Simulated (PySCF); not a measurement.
B(F)2(NMe2) (C2H6BF2N), SMILES CN(C)B(F)F. Heavy atoms are numbered as in [B:1]([F:2])([F:3])[N:4]([CH3:5])[CH3:6]. Hydrogens are named by the atom that carries them.

The structure is a stationary point at B3LYP-D3(BJ)/def2-SVP. One conformer was computed; it need not be the lowest.

Method: PBE/pcSseg-1 (PySCF).

GIAO shieldings, no solvent; atoms alike by connectivity are averaged. δ = σ(ref) − σ: ¹¹B against BF3 (σ = 83.9 ppm); ¹⁹F against CFCl3 (σ = 133.6 ppm); ¹⁵N against NH3 (σ = 267.0 ppm); ¹³C against TMS (σ = 182.0 ppm); ¹H against TMS (σ = 31.49 ppm), references at their B3LYP-D3(BJ)/def2-TZVP geometries, non-relativistic.

### Question
Estimate the chemical shifts. (The exact figures need the calculation; the answer reports its results.)

### Answer

```csv
nucleus,atoms,count,δ (ppm)
¹¹B,B1,1,5.0
¹⁹F,F2,2,-164.0
¹⁵N,N4,1,76.4
¹³C,C5 (CH3),2,39.9
¹H,H on C5,6,2.96
```
